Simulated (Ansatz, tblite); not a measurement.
Cost and result up the ladder for CaI2 (3 atoms). Total charge 0; singlet. Geometry: PBE-D4/def2-TZVP.

```xyz
3

Ca    0.004   -0.012   -0.002
I     1.953    0.251    2.029
I    -1.958   -0.238   -2.026
```

Ansatz on 4 threads of Arm Neoverse V2 on a shared host; xTB runs through tblite on one thread. Times are rough, summed over both states, and most runs start from the orbitals of an earlier one. CCSD(T)/def2-TZVPP serves as the yardstick here, not as an exact answer. The other state is a doublet.

In the def2 sets I takes a core potential; there is no spin–orbit coupling. The xTB rows come from tblite. Correlated methods freeze 13 core orbitals; core or outer-core shells of Ca, I are correlated, in sets that lack core-valence functions. HOMO above LUMO, or a gap near zero within one spin, warns that the state may not be the lowest or that an electron is smeared out. The structure comes from a short search, and lower isomers may exist.

Run but left out: PBE-D4/def2-TZVP (charge +1 doublet: an occupied level 0.00 eV above an empty one).

Correlated methods converge slowly with the basis.

Raw xTB energies of ions are shifted by several eV.

```csv
level,functions,wall time,vertical IE (eV),difference from CCSD(T)/def2-TZVPP (eV),remarks
GFN1-xTB,27,0.005 s,12.42,2.94,–
GFN2-xTB,27,0.007 s,13.88,4.40,–
r2SCAN-D4/def2-TZVP,136,14 s,8.84,-0.64,gap within one spin near zero (+1 doublet)
CCSD(T)/def2-TZVPP,136,55 s,9.48,0.00,–
```
